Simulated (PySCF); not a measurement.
Task: What does the PBE0-D3(BJ)/def2-SVP structure of trans-Hf(NH3)2Cl4, `[NH3]->[Hf](<-[NH3])([Cl])([Cl])([Cl])[Cl]` look like in three dimensions? (Singlet state.)

Result: 
```
atom  x, y, z in Å
Hf1    0.0247   -0.0205    0.0019
N2    -0.0218   -0.0291    2.3299
H3    -0.4630    0.8205    2.6875
H4     0.9241   -0.0684    2.7156
H5    -0.5400   -0.8280    2.7002
N6     0.0136    0.0319   -2.3261
H7     0.4968    0.8554   -2.6898
H8    -0.9499    0.0667   -2.6660
H9     0.4525   -0.7963   -2.7327
Cl10   2.4393   -0.0601    0.0383
Cl11  -2.3946    0.0134    0.0010
Cl12   0.0607    2.3977    0.0164
Cl13  -0.0116   -2.4352   -0.0539
```

Orientation and origin are arbitrary. Atoms count from 1 in this order. Hf1 (hafnium bonded to 4 Cl and 2 N) is octahedral (the three widest angles are 179.1°, 179.0° and 178.2°, the others run from 88.9° to 91.2°). N2 (nitrogen bonded to Hf and 3 H) is tetrahedral (angles from 107.4° to 112.0°).

Bonds between heavy atoms (Å): Hf1–N2 2.328, Hf1–N6 2.329, Hf1–Cl10 2.415, Hf1–Cl11 2.420, Hf1–Cl12 2.419, Hf1–Cl13 2.416.

Theory: PBE0-D3(BJ)/def2-SVP geometry optimisation, gas phase, def2 core potentials past Kr (PySCF 2.14.0).

Point group: near C2h, missed by 0.11 Å at most; the miss may be what the optimiser left on a soft mode. PBE0-D3(BJ)/def2-SVP frequencies: not computed here.
